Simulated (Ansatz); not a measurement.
Reaction (SMILES): [O]=[W](=[O])=[O] → [O]=[W](=[O])=[O] as triplet, charge 0
Each molecule is optimised on its own at B3LYP-D3(BJ)/def2-TZVP (Ansatz, a first-principles code). Unstable Hartree-Fock reference: [O]=[W](=[O])=[O]. High T1 diagnostic, so coupled cluster is less sure: [O]=[W](=[O])=[O]. [O]=[W](=[O])=[O] as triplet, charge 0: The spin state was set by rule; other spins were not relaxed. A spin state is the lowest found, not a proven ground state.
Geometry of the first species:
SMILES: [O]=[W](=[O])=[O]
```xyz
4

W     -0.0639    -0.1100    -0.0865
O      1.6332     0.0179    -0.3861
O     -0.2732    -0.4349     1.5978
O     -0.7687     1.4341    -0.4113
```

Quantity: adiabatic triplet-singlet gap (electronic energy difference), in kcal/mol. Valence correlation only, unless marked. Open shells are spin-unrestricted. No spin-orbit coupling. The frozen core is the preceding noble-gas configuration, with the filled d and f shells of earlier blocks. Past Kr the def2 sets carry scalar-relativistic core potentials. CBS marks a two-point X^-3 extrapolation of the correlation energy; Hartree-Fock from the larger set. The bracket is a focal-point correction in the basis named.

```
level         program  adiabatic triplet-singlet gap (kcal/mol)
------------  -------  ----------------------------------------
HF/def2-SVPD   Ansatz                                      -8.2
```

Problem. Estimate the value at RI-MP2/CBS(def2-TZVPP,def2-QZVPP)+[CCSD(T)-MP2]/def2-TZVPP as computed with Ansatz.

Solution. 42.0 kcal/mol
